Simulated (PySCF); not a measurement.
1-bromo-1,2,2-trichloroethene (C2BrCl3), SMILES ClC(Cl)=C(Cl)Br. Coordinates come from a B3LYP-D3(BJ)/def2-SVP optimisation.

Computed equilibrium geometry at B3LYP-D3(BJ)/def2-SVP (PySCF confirms it by a frequency run) as bond lengths and angles, and its point group:
point group Cs.
Atoms: Cl1 C2 Cl3 C4 Cl5 Br6. Bond lengths (Å): Cl1–C2 1.726, C2–Cl3 1.729, C2–C4 1.351, C4–Cl5 1.725, C4–Br6 1.888. Bond angles (°): Cl1–C2–Cl3 115.2, Cl1–C2–C4 122.9, Cl3–C2–C4 121.9, C2–C4–Cl5 122.0, C2–C4–Br6 122.3, Cl5–C4–Br6 115.7.
